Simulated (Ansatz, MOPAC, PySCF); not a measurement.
Noncovalent pair: CH5N (SMILES CN) (first 7 atoms) with CH2O2 (SMILES O=CO); geometry from B3LYP-D3(BJ)/def2-TZVP, rigid monomers moved along the line of their centres of mass till N2···H12 is 2.30 Å.
(charge 0, multiplicity 1):
```xyz
12

C      0.1951     0.6462     0.1549
N     -0.5601    -0.4425     0.7931
H      0.9855     0.9585     0.8359
H     -0.4698     1.4936    -0.0117
H      0.6467     0.3639    -0.8006
H      0.0563    -1.2240     0.9904
H     -1.3030    -0.7782     0.1909
O      1.2589    -0.1161     4.0343
C      0.2424     0.2654     4.5658
O     -0.9422     0.3715     3.9910
H      0.1978     0.5752     5.6207
H     -0.8675     0.0659     3.0185
```

Monomers are frozen at their geometry in the pair; levels with a basis set take the counterpoise correction.

Cores are frozen in the correlated methods. The state that PM6 reach isn't checked.

Codes used: Ansatz (Gaussian orbitals); MOPAC for PM6 (differences of heats of formation); PySCF for the dispersion terms. 

Task: Predict the interaction energy from PM6.

Result: -5.8 kcal/mol

Task: What is the computed interaction energy (CCSD(T)/aug-cc-pVDZ)?

Result: -8.9 kcal/mol

Task: What is the computed interaction energy (r2SCAN-D4/def2-TZVPPD)?

Result: -9.7 kcal/mol

Ansatz is a first-principles code.
